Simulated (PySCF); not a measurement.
**A parent and its derivatives**

Computed with TDDFT B3LYP/def2-SVPD, vertical, gas phase, core orbitals frozen in the response in PySCF 2.14.0, density-fitted response routines. Geometries: PBE0-D3(BJ)/def2-SVP; one conformer of each isolated species. Triplets are in the Tamm–Dancoff approximation. Relativistic effects are left out although some hold elements past zinc.

Parent: ZnMe2 (`[CH3][Zn][CH3]`), with lowest singlet excitation energy 5.74 eV, lowest triplet energy 5.44 eV, S1–T1 gap 0.30 eV, HOMO energy -6.96 eV. Its spectrum: 216 nm (f 0.000 summed over 2 states); 198 nm (f 0.328); 174 nm (f 0.000); 161 nm (f 0.000); 158 nm (f 0.260 summed over 2 states).

Shifts from the parent:

```tsv
change	SMILES	Δ S1 (eV)	Δ T1 (eV)	Δ S1−T1 (eV)	Δ HOMO (eV)
ligand (both): Me to F	[F][Zn][F]	+0.73	+0.70	+0.03	-3.38
ligand (both): Me to OH	[OH][Zn][OH]	-0.65	-0.68	+0.03	-1.03
ligand (both): Me to CN	N#[C][Zn][C]#N	+0.27	-0.17	+0.44	-2.98
ligand (both): Me to Cl	[Cl][Zn][Cl]	-0.16	-0.16	0.00	-2.00
ligand (both): Me to NH2	[NH2][Zn][NH2]	-0.81	-1.01	+0.21	+0.37
ligand (both): Me to H	[H][Zn][H]	-0.01	-0.10	+0.09	-0.80
ligand (both): Me to nPr	CC[CH2][Zn][CH2]CC	-0.73	-0.61	-0.12	+0.59
ligand (both): Me to SiH3	[SiH3][Zn][SiH3]	-1.60	-1.80	+0.20	+0.28
```

(1) Predict the same shifts for this change: ligand (both): Me to Br (`[Br][Zn][Br]`).

Results:

(1) Δ lowest singlet excitation energy -0.69 eV, Δ lowest triplet energy -0.68 eV, Δ S1–T1 gap -0.01 eV, Δ HOMO energy -1.38 eV. Spectrum: 246 nm (f 0.000 summed over 2 states); 226 nm (f 0.081 summed over 2 states); 193 nm (f 0.000); 192 nm (f 0.000 summed over 2 states); 191 nm (f 0.016). S1 falls most with ligand (both): Me to SiH3 (-1.60 eV), and it rises most with ligand (both): Me to F (+0.73 eV). S1 is simply the lowest singlet of each species and needn't be the same kind of state throughout. Over these 9 changes the shifts of S1 and of the HOMO–LUMO gap correlate with r = 0.99.

Lowest levels of each derivative:
- `[F][Zn][F]`: 6.47 eV (f 0.000 summed over 2 states); 7.22 eV (f 0.086 summed over 2 states); 8.02 eV (f 0.000)
- `[OH][Zn][OH]`: 5.09 eV (f 0.000); 5.83 eV (f 0.061); 6.30 eV (f 0.098)
- `N#[C][Zn][C]#N`: 6.01 eV (f 0.000); 6.12 eV (f 0.000 summed over 2 states); 6.19 eV (f 0.000)
- `[Cl][Zn][Cl]`: 5.58 eV (f 0.000 summed over 2 states); 6.07 eV (f 0.091 summed over 2 states); 7.08 eV (f 0.000)
- `[NH2][Zn][NH2]`: 4.93 eV (f 0.063); 5.00 eV (f 0.049); 5.80 eV (f 0.000)
- `[H][Zn][H]`: 5.73 eV (f 0.000 summed over 2 states); 7.99 eV (f 0.658 summed over 2 states); 8.54 eV (f 0.000)
- `[Br][Zn][Br]`: 5.05 eV (f 0.000 summed over 2 states); 5.48 eV (f 0.081 summed over 2 states); 6.41 eV (f 0.000)
- `CC[CH2][Zn][CH2]CC`: 5.01 eV (f 0.000); 5.12 eV (f 0.000); 5.65 eV (f 0.307)
- `[SiH3][Zn][SiH3]`: 4.14 eV (f 0.000 summed over 2 states); 5.76 eV (f 0.680); 6.60 eV (f 0.003 summed over 2 states)
